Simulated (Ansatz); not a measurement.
C2HCl2FSi, SMILES `C#C[Si](F)(Cl)Cl`. The species carries charge 0 and has multiplicity 1.

```xyz
7

C    -0.8077    0.5027   -1.7734
C    -0.3541    0.1762   -0.7066
Si    0.3414   -0.2955    0.8826
F    -0.5722   -1.3955    1.5502
Cl    0.4143    1.2968    2.1230
Cl    2.1887   -1.0759    0.6421
H    -1.2104    0.7912   -2.7180
```

(1) List the harmonic frequencies (cm⁻¹, unscaled) at PBE0-D4/def2-TZVP in Ansatz. (An estimate is asked.)

(2) Is this a minimum?

(3) Give the ideal-gas thermochemistry at 298.15 K and 1 bar (rigid rotor, harmonic oscillator; point group Cs, symmetry number 1).

(4) Rotational constants (cm⁻¹)?

Results:

(1) The calculation gave: 105, 120, 181, 240, 271, 356, 361, 488, 639, 708, 748, 754, 940, 2180, 3464.

(2) Yes, all 15 modes are real.

(3) Zero-point energy 69.1 kJ/mol; H(298) − E = 90.6 kJ/mol; entropy 360.0 J/(mol·K), of which translation 170.8, rotation 120.6, vibration 68.7; G(298) − E = -16.8 kJ/mol.

(4) 0.06051, 0.05689, 0.04145.
